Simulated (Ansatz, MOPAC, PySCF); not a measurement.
System: ethylsilane, C$_{2}$H$_{8}$Si (charge 0, singlet). SMILES: CC[SiH3]
Structure (B3LYP-D3(BJ)/def2-TZVP (Ansatz, a first-principles code) minimum search):
```xyz
11

C     -1.6917     0.4200     0.0435
C     -0.5724    -0.5409    -0.3764
Si     1.1433     0.0254     0.1477
H     -2.6708     0.0585    -0.2775
H     -1.7251     0.5412     1.1284
H     -1.5481     1.4115    -0.3913
H     -0.7490    -1.5347     0.0460
H     -0.5732    -0.6705    -1.4630
H      1.4545     1.3480    -0.4505
H      1.2128     0.1596     1.6246
H      2.1783    -0.9447    -0.2874
```
Charge 0, spin multiplicity 1.

Unscaled harmonic wavenumbers (cm⁻¹) in rising order, each level at the stationary point that it reaches from this structure (no distance between atoms moves by over 0.3 Å); the order of modes can differ between levels, and a negative number is imaginary. B3LYP-D3(BJ)/def2-TZVP (PySCF, at the structure above): 141, 217, 236, 518, 601, 696, 771, 943, 958, 961, 982, 999, 1042, 1266, 1271, 1418, 1458, 1503, 1508, 2214, 2214, 2218, 3022, 3027, 3053, 3084, 3089.

AM1 (MOPAC): 77, 119, 247, 508, 554, 651, 779, 802, 829, 832, 969, 1034, 1186, 1235, 1298, 1386, 1390, 1403, 1435, 2242, 2242, 2248, 3025, 3048, 3055, 3108, 3148. Zero-point energy 55.5 against 56.3 kcal/mol; where all levels lie over 400 cm⁻¹, the wavenumbers are on average 0.978 times those of B3LYP-D3(BJ)/def2-TZVP.

PM6 (MOPAC): 95, 137, 212, 489, 614, 722, 736, 904, 905, 921, 929, 994, 1126, 1144, 1196, 1254, 1264, 1269, 1340, 2099, 2122, 2122, 2648, 2685, 2692, 2717, 2780. Zero-point energy 51.6 against 56.3 kcal/mol; where all levels lie over 400 cm⁻¹, the wavenumbers are on average 0.936 times those of B3LYP-D3(BJ)/def2-TZVP.

HF/3-21G (Ansatz): 127, 231, 266, 562, 627, 729, 846, 996, 1014, 1028, 1033, 1113, 1140, 1400, 1409, 1577, 1623, 1674, 1681, 2251, 2255, 2267, 3192, 3197, 3229, 3251, 3257. Zero-point energy 60.0 against 56.3 kcal/mol; where all levels lie over 400 cm⁻¹, the wavenumbers are on average 1.072 times those of B3LYP-D3(BJ)/def2-TZVP.

HF/6-31G* (Ansatz): 137, 235, 253, 557, 637, 742, 833, 1034, 1041, 1042, 1049, 1084, 1132, 1382, 1409, 1564, 1604, 1647, 1651, 2355, 2358, 2369, 3189, 3199, 3221, 3259, 3262. Zero-point energy 60.4 against 56.3 kcal/mol; where all levels lie over 400 cm⁻¹, the wavenumbers are on average 1.077 times those of B3LYP-D3(BJ)/def2-TZVP.
